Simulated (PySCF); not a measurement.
PySCF 2.14 output of a UHF calculation on a single atom or ion in cc-pVDZ-X2C, with the spin-free X2C one-electron Hamiltonian (Gaussian nucleus):

```
SCF conv_tol = 1e-09
number electrons alpha = 30  beta = 27
cycle= 1 E= -8856.0486473381  delta_E= -0.00556  |g|= 0.0284  |ddm|= 0.0725
cycle= 2 E= -8856.04929713683  delta_E= -0.00065  |g|= 0.0119  |ddm|= 0.0276
cycle= 3 E= -8856.04946627148  delta_E= -0.000169  |g|= 0.00305  |ddm|= 0.0223
cycle= 4 E= -8856.04947771018  delta_E= -1.14e-05  |g|= 0.00061  |ddm|= 0.00624
cycle= 5 E= -8856.04947796465  delta_E= -2.54e-07  |g|= 0.000165  |ddm|= 0.00147
cycle= 6 E= -8856.0494779994  delta_E= -3.48e-08  |g|= 2.12e-05  |ddm|= 0.000388
cycle= 7 E= -8856.04947799994  delta_E= -5.38e-10  |g|= 1.51e-06  |ddm|= 4.59e-05
converged SCF energy = -8856.04947799994  <S^2> = 3.7639173  2S+1 = 4.0069526
```

The run itself started from symmetry-adapted Hartree-Fock orbitals and held the occupation by maximum overlap, so the iterations belong to that start.

Task: Which element, charge and spin multiplicity is this?

Result: Ce⁺ (cerium, charge +1), multiplicity 4; the state was [Xe] 5d3, high-spin 4F determinant (an excited configuration).

Spin-orbit coupling, absent here, splits the open shell strongly.
